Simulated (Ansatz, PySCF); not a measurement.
Potential energy curve for Be2, singlet.

- UKS-B3LYP = unrestricted B3LYP/cc-pVQZ run with Ansatz (a program for electronic structure)
- RKS-B3LYP = restricted B3LYP/cc-pVQZ in Ansatz
- UKS-PBE = unrestricted PBE/cc-pVQZ (Ansatz)
- RKS-PBE = Ansatz with restricted PBE/cc-pVQZ
- UKS-B3LYP/6-31G* = unrestricted B3LYP/6-31G*, spherical d (PySCF)
- RKS-B3LYP/6-31G* = restricted B3LYP/6-31G*, spherical d in PySCF
- UKS-BP86/6-31G* = unrestricted BP86/6-31G*, spherical d (PySCF)
- RKS-BP86/6-31G* = restricted BP86/6-31G*, spherical d run with PySCF

Scanned distances (Å): 1.88, 2.04, 2.11, 2.30, 2.41, 2.52, 2.62, 2.69, 2.79, 2.90, 3.07, 3.41, 3.78, 4.16, 4.57, 5.00, 5.49, 6.15, 6.84, 7.52.

Q: Where does the unrestricted solution first break spin symmetry (<S²> of 0.01 or more)?

A: UKS-B3LYP: already at 1.88 Å; UKS-PBE: already at 1.88 Å; UKS-B3LYP/6-31G*: already at 1.88 Å; UKS-BP86/6-31G*: already at 1.88 Å.

| R / Å | <S²> UKS-B3LYP | E(RKS-B3LYP) − E(UKS-B3LYP) / kJ/mol | <S²> UKS-PBE | E(RKS-PBE) − E(UKS-PBE) / kJ/mol | <S²> UKS-B3LYP/6-31G* | E(RKS-B3LYP/6-31G*) − E(UKS-B3LYP/6-31G*) / kJ/mol | <S²> UKS-BP86/6-31G* | E(RKS-BP86/6-31G*) − E(UKS-BP86/6-31G*) / kJ/mol |
|---|---|---|---|---|---|---|---|---|
| 1.88 | 0.69 | 21.2 | 0.70 | 17.4 | 0.69 | 22.3 | 0.67 | 16.3 |
| 2.04 | 0.60 | 14.0 | 0.53 | 8.7 | 0.60 | 15.1 | 0.48 | 6.9 |
| 2.11 | 0.55 | 11.2 | 0.48 | 6.6 | 0.56 | 12.2 | 0.43 | 5.1 |
| 2.30 | 0.39 | 4.9 | 0.31 | 2.3 | 0.00 | 0.0 | 0.25 | 1.6 |
| 2.41 | 0.28 | 2.3 | 0.20 | 0.8 | 0.00 | 0.0 | 0.00 | 0.0 |
| 2.52 | 0.16 | 0.7 | 0.07 | 0.1 | 0.00 | 0.0 | 0.00 | 0.0 |
| 2.62 | 0.04 | 0.0 | 0.00 | 0.0 | 0.00 | 0.0 | 0.00 | 0.0 |
| 2.69 | 0.00 | 0.0 | 0.00 | 0.0 | 0.00 | 0.0 | 0.00 | 0.0 |
| 2.79 | 0.00 | 0.0 | 0.00 | 0.0 | 0.00 | 0.0 | 0.00 | 0.0 |
| 2.90 | 0.00 | 0.0 | 0.00 | 0.0 | 0.00 | 0.0 | 0.00 | 0.0 |
| 3.07 | 0.00 | 0.0 | 0.00 | 0.0 | 0.00 | 0.0 | 0.00 | 0.0 |
| 3.41 | 0.00 | 0.0 | 0.00 | 0.0 | 0.00 | 0.0 | 0.00 | 0.0 |
| 3.78 | 0.00 | 0.0 | 0.00 | 0.0 | 0.00 | 0.0 | 0.00 | 0.0 |
| 4.16 | 0.00 | 0.0 | 0.00 | 0.0 | 0.00 | 0.0 | 0.00 | 0.0 |
| 4.57 | 0.00 | 0.0 | 0.00 | 0.0 | 0.00 | 0.0 | 0.00 | 0.0 |
| 5.00 | 0.00 | 0.0 | 0.00 | 0.0 | 0.00 | 0.0 | 0.00 | 0.0 |
| 5.49 | 0.00 | 0.0 | 0.00 | 0.0 | 0.00 | 0.0 | 0.00 | 0.0 |
| 6.15 | 0.00 | 0.0 | 0.00 | 0.0 | 0.00 | 0.0 | 0.00 | 0.0 |
| 6.84 | 0.00 | 0.0 | 0.00 | 0.0 | 0.00 | 0.0 | 0.00 | 0.0 |
| 7.52 | 0.00 | 0.0 | 0.00 | 0.0 | 0.00 | 0.0 | 0.00 | 0.0 |
